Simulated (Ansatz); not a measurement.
Reaction (redistribution): `[NH2][SnH2][OH]` + `COC(F)[SeH]` → `C[O][SnH2][NH2]` + `OC(F)[SeH]`

Isolated molecules relaxed with PBE0-D4/def2-TZVP in Ansatz; ΔE leaves out vibrations. CCSD(T)/CBS adds triple-zeta CCSD(T) − MP2 to the extrapolated MP2 energy (def2 sets, frozen cores). Functionals use def2-TZVPP. B3LYP here is the variant with VWN-RPA as its local correlation; programs differ in this. Elements past krypton have def2 core potentials. For Se, Sn outer-core shells are correlated without core-valence functions, which leaves a few kJ/mol of doubt a bond. Scalar relativity is left out up to krypton. One conformer a species, not always the lowest.

```json
{"level": "PBE-D4", "ΔE (kcal/mol)": "-0.4", "difference from CCSD(T)/CBS": "-1.0"}
{"level": "r2SCAN-D4", "ΔE (kcal/mol)": "0.0", "difference from CCSD(T)/CBS": "-0.6"}
{"level": "PBE0-D4", "ΔE (kcal/mol)": "-0.1", "difference from CCSD(T)/CBS": "-0.7"}
{"level": "B3LYP-D4", "ΔE (kcal/mol)": "0.0", "difference from CCSD(T)/CBS": "-0.6"}
{"level": "ωB97X-V", "ΔE (kcal/mol)": "0.6", "difference from CCSD(T)/CBS": "0.0"}
{"level": "ωB97M-V", "ΔE (kcal/mol)": "0.6", "difference from CCSD(T)/CBS": "0.0"}
{"level": "B2PLYP", "ΔE (kcal/mol)": "0.6", "difference from CCSD(T)/CBS": "0.0"}
{"level": "PBE", "ΔE (kcal/mol)": "-0.3", "difference from CCSD(T)/CBS": "-0.9"}
{"level": "r2SCAN", "ΔE (kcal/mol)": "0.1", "difference from CCSD(T)/CBS": "-0.5"}
{"level": "PBE0", "ΔE (kcal/mol)": "0.0", "difference from CCSD(T)/CBS": "-0.6"}
{"level": "B3LYP", "ΔE (kcal/mol)": "0.3", "difference from CCSD(T)/CBS": "-0.3"}
{"level": "HF/def2-TZVPP", "ΔE (kcal/mol)": "1.0", "difference from CCSD(T)/CBS": "0.4"}
{"level": "MP2/def2-TZVPP", "ΔE (kcal/mol)": "0.9", "difference from CCSD(T)/CBS": "0.3"}
{"level": "SCS-MP2/def2-TZVPP", "ΔE (kcal/mol)": "1.0", "difference from CCSD(T)/CBS": "0.4"}
{"level": "CCSD/def2-TZVPP", "ΔE (kcal/mol)": "0.8", "difference from CCSD(T)/CBS": "0.2"}
{"level": "CCSD(T)/def2-TZVPP", "ΔE (kcal/mol)": "0.7", "difference from CCSD(T)/CBS": "0.1"}
{"level": "HF/def2-QZVPP", "ΔE (kcal/mol)": "1.1", "difference from CCSD(T)/CBS": "0.5"}
{"level": "MP2/def2-QZVPP", "ΔE (kcal/mol)": "0.9", "difference from CCSD(T)/CBS": "0.3"}
{"level": "SCS-MP2/def2-QZVPP", "ΔE (kcal/mol)": "1.0", "difference from CCSD(T)/CBS": "0.4"}
{"level": "HF/CBS(def2)", "ΔE (kcal/mol)": "1.1", "difference from CCSD(T)/CBS": "0.5"}
{"level": "MP2/CBS(def2)", "ΔE (kcal/mol)": "0.8", "difference from CCSD(T)/CBS": "0.2"}
{"level": "CCSD/CBS(def2)", "ΔE (kcal/mol)": "0.7", "difference from CCSD(T)/CBS": "0.1"}
{"level": "CCSD(T)/CBS", "ΔE (kcal/mol)": "0.6", "difference from CCSD(T)/CBS": "0"}
```

Largest T1 diagnostic among the species: 0.013.
